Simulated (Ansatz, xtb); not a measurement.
**Relaxing a trial structure of C5H9BSi**

The starting geometry of this gas-phase singlet was built from a drawn formula by distance geometry and a force field; its bonds are those of `B[C@@H]1C=CC([SiH3])=C1`.

```json
{"atom": "C", "x (Å)": "-1.0453", "y (Å)": "0.6107", "z (Å)": "-1.8642"}
{"atom": "C", "x (Å)": "-1.6092", "y (Å)": "1.3867", "z (Å)": "-0.6596"}
{"atom": "C", "x (Å)": "-1.2474", "y (Å)": "0.8048", "z (Å)": "0.4568"}
{"atom": "C", "x (Å)": "-0.3774", "y (Å)": "-0.3575", "z (Å)": "0.1229"}
{"atom": "C", "x (Å)": "-0.2860", "y (Å)": "-0.5075", "z (Å)": "-1.1887"}
{"atom": "B", "x (Å)": "-0.0946", "y (Å)": "1.5280", "z (Å)": "-2.7293"}
{"atom": "Si", "x (Å)": "0.3455", "y (Å)": "-1.4983", "z (Å)": "1.3552"}
{"atom": "H", "x (Å)": "0.6244", "y (Å)": "1.0552", "z (Å)": "-3.4863"}
{"atom": "H", "x (Å)": "-0.5448", "y (Å)": "2.6648", "z (Å)": "-3.0500"}
{"atom": "H", "x (Å)": "-1.9018", "y (Å)": "0.2307", "z (Å)": "-2.4885"}
{"atom": "H", "x (Å)": "-2.2521", "y (Å)": "2.2044", "z (Å)": "-0.7074"}
{"atom": "H", "x (Å)": "-1.4849", "y (Å)": "1.1279", "z (Å)": "1.4526"}
{"atom": "H", "x (Å)": "-0.6163", "y (Å)": "-2.5995", "z (Å)": "1.5621"}
{"atom": "H", "x (Å)": "1.5752", "y (Å)": "-2.0442", "z (Å)": "0.8181"}
{"atom": "H", "x (Å)": "0.6133", "y (Å)": "-0.7964", "z (Å)": "2.6172"}
{"atom": "H", "x (Å)": "0.2400", "y (Å)": "-1.2220", "z (Å)": "-1.6981"}
```

Task: Where would you expect an optimisation with r2SCAN-D4/def2-SVP to take it?

Result: It keeps its bonds, and is `B[C@@H]1C=CC([SiH3])=C1`.

The energy falls by 0.83 eV over 14 steps:

```tsv
step	E − E(last) (eV)
1	0.832
2	0.154
4	0.038
5	0.024
7	0.008
8	0.007
10	0.002
11	0.001
13	0.000
14	0.000
```

Final geometry (Å):

```xyz
16

C    -0.9419    0.7133   -1.8186
C    -1.6994    1.3358   -0.6913
C    -1.3661    0.6973    0.4589
C    -0.4200   -0.3939    0.1736
C    -0.1874   -0.4038   -1.1732
B    -0.2152    1.6184   -2.8672
Si    0.3407   -1.5607    1.4167
H     0.6807    1.1600   -3.5345
H    -0.6221    2.7340   -3.0861
H    -1.6487    0.3015   -2.5952
H    -2.3750    2.1862   -0.8026
H    -1.7348    0.9499    1.4568
H    -0.7153   -2.3230    2.1530
H     1.2326   -2.5245    0.7056
H     1.1431   -0.8155    2.4362
H     0.4674   -1.0870   -1.7195
```

From the same start GFN2-xTB ends elsewhere, differing in C5–B6 (1.69 against 2.64 Å here).

No frequencies were run, so the end isn't proven a minimum. Run with Ansatz 0.2.0, 3 min on 2 threads of AMD EPYC (Zen 3) (shared host).
